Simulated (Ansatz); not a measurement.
Ansatz (a program for electronic structure) input (CCSD(T)/aug-cc-pV(D+d)Z):
A basis named .json is the Basis Set Exchange file of that set.

Ansatz 0.2 input:
```yaml
crystal:
  periodic: [false, false, false]
  atoms:
    - {symbol: C, position_ang: [-3.53978944, 0.83099863, -0.46024481]}
    - {symbol: C, position_ang: [-2.14769823, 1.04419551, 0.12683645]}
    - {symbol: C, position_ang: [-1.13447689, 0.00381069, -0.34491823]}
    - {symbol: C, position_ang: [0.26050994, 0.21361773, 0.24050157]}
    - {symbol: C, position_ang: [1.25840749, -0.83257537, -0.24031857]}
    - {symbol: S, position_ang: [2.93529139, -0.66828794, 0.39728863]}
    - {symbol: H, position_ang: [-4.24249016, 1.58754944, -0.10673972]}
    - {symbol: H, position_ang: [-3.51794099, 0.88096137, -1.55157055]}
    - {symbol: H, position_ang: [-3.93750268, -0.14823525, -0.18295312]}
    - {symbol: H, position_ang: [-1.78613880, 2.04283359, -0.13828261]}
    - {symbol: H, position_ang: [-2.20249947, 1.02148919, 1.21989300]}
    - {symbol: H, position_ang: [-1.07795228, 0.02536735, -1.43929191]}
    - {symbol: H, position_ang: [-1.49467536, -0.99686606, -0.07993410]}
    - {symbol: H, position_ang: [0.63001221, 1.20765343, -0.02550035]}
    - {symbol: H, position_ang: [0.21370445, 0.18643879, 1.33250270]}
    - {symbol: H, position_ang: [1.34158026, -0.82958729, -1.33327043]}
    - {symbol: H, position_ang: [0.92752328, -1.84528069, 0.01739052]}
basis:
  gaussian:
    orbitals: aug-cc-pV_D+d_Z.json
magnetization: {spin_polarized: true, initial_magnetization: 1}
correlation: {method: ccsd_t, electrons: outside_noble_gas}
output: {forces: true}
```

Output:

```
Functional definition: HF
integrals: 3.04 GiB planned
2424 factors; integrals over basis functions are off by at most 7.1e-4 eV
1.43 GiB of device memory are held for the factors and their scratch space
mean field: 2.01 GiB planned
mean field evaluation 1: about -16138.2681 eV, gradient 3.1e1 eV
mean field evaluation 2: about -16138.2793 eV, gradient 3.1e1 eV
mean field evaluation 4: about -16144.0581 eV, gradient 3.4e0 eV
mean field evaluation 8: about -16144.1770 eV, gradient 9.8e-2 eV
mean field evaluation 16: about -16143.0812 eV, gradient 1.3e1 eV
mean field evaluation 32: about -16144.1085 eV, gradient 5.8e-1 eV
mean field evaluation 64: about -16144.1052 eV, gradient 2.1e-4 eV
mean field evaluation 96: about -16143.0677 eV, gradient 1.3e1 eV
mean field evaluation 128: about -16137.5752 eV, gradient 8.6e-3 eV
mean field evaluation 160: about -16140.5070 eV, gradient 6.9e-2 eV
mean field -16144.17720052 eV, -593.2875692029 hartree, gradient 2.1e-6 eV, S^2 0.762882; 6 other end points of the search recorded, 0 dependent functions left out
determinant -16144.17720052 eV, -593.2875692029 hartree, with singles and doubles -16170.11184582 eV, -594.2406498386 hartree
determinant -16144.10523403 eV, -593.2849244831 hartree, with singles and doubles -16170.03238300 eV, -594.2377296337 hartree
determinant -16144.17720052 eV, -593.2875692029 hartree, with singles and doubles -16170.06363497 eV, -594.2388781225 hartree
determinant -16144.10523403 eV, -593.2849244831 hartree, with singles and doubles -16169.98427636 eV, -594.2359617474 hartree
10 core orbitals not correlated
reference -16144.17720052 eV, -593.2875692029 hartree; 19, 18 occupied and 217, 218 virtual orbitals, 2424 factors
densities: 29.24 GiB planned
second order -23.55819243 eV of doubles, -0.00000000 eV of singles
coupled cluster: 20.45 GiB planned
cycle   1  -25.88643476 eV  change   -3.1e-7 eV  update   2.1e-6
cycle   2  -25.88643463 eV  change    1.3e-7 eV  update   1.3e-6
cycle   3  -25.88643457 eV  change    6.0e-8 eV  update   8.4e-7
cycle   4  -25.88643461 eV  change   -3.6e-8 eV  update   2.0e-7
cycle   5  -25.88643465 eV  change   -4.1e-8 eV  update   9.5e-8
cycle   6  -25.88643467 eV  change   -2.5e-8 eV  update   4.3e-8
cycle   7  -25.88643468 eV  change   -7.6e-9 eV  update   2.6e-8
perturbative correction -0.88425153 eV, -0.0324956444 hartree
the calculation of the forces begins
densities: 53.39 GiB planned
the multipliers restart with 30 DIIS vectors
1.03 GiB of device memory are held for the factors and their scratch space
Total energy: -16170.94788674 eV, -594.2713737754 hartree
Atom 0 at    -3.539789     0.830999    -0.460245 Å, force     0.069485    -0.012426     0.011957 eV/Å
Atom 1 at    -2.147698     1.044196     0.126836 Å, force     0.025033    -0.033443    -0.017475 eV/Å
Atom 2 at    -1.134477     0.003811    -0.344918 Å, force     0.016396     0.023677     0.022831 eV/Å
Atom 3 at     0.260510     0.213618     0.240502 Å, force    -0.027041    -0.012625    -0.017784 eV/Å
Atom 4 at     1.258407    -0.832575    -0.240319 Å, force    -0.028824     0.005332    -0.004827 eV/Å
Atom 5 at     2.935291    -0.668288     0.397289 Å, force     0.360992     0.070440     0.163636 eV/Å
Atom 6 at    -4.242490     1.587549    -0.106740 Å, force    -0.301876     0.337919     0.161571 eV/Å
Atom 7 at    -3.517941     0.880961    -1.551571 Å, force     0.024395     0.029232    -0.483601 eV/Å
Atom 8 at    -3.937503    -0.148235    -0.182953 Å, force    -0.165163    -0.435759     0.134740 eV/Å
Atom 9 at    -1.786139     2.042834    -0.138283 Å, force     0.161108     0.431425    -0.131029 eV/Å
Atom 10 at    -2.202499     1.021489     1.219893 Å, force    -0.025415    -0.026122     0.477413 eV/Å
Atom 11 at    -1.077952     0.025367    -1.439292 Å, force     0.030375     0.022300    -0.485843 eV/Å
Atom 12 at    -1.494675    -0.996866    -0.079934 Å, force    -0.158763    -0.441659     0.131127 eV/Å
Atom 13 at     0.630012     1.207653    -0.025500 Å, force     0.166372     0.447213    -0.134734 eV/Å
Atom 14 at     0.213704     0.186439     1.332503 Å, force    -0.026503    -0.025914     0.494428 eV/Å
Atom 15 at     1.341580    -0.829587    -1.333270 Å, force     0.031317     0.034908    -0.460014 eV/Å
Atom 16 at     0.927523    -1.845281     0.017391 Å, force    -0.151887    -0.414497     0.137602 eV/Å
Dipole moment:    -0.370542     0.000538    -0.113188 e Å
```

It need not be the lowest isomer of its formula.
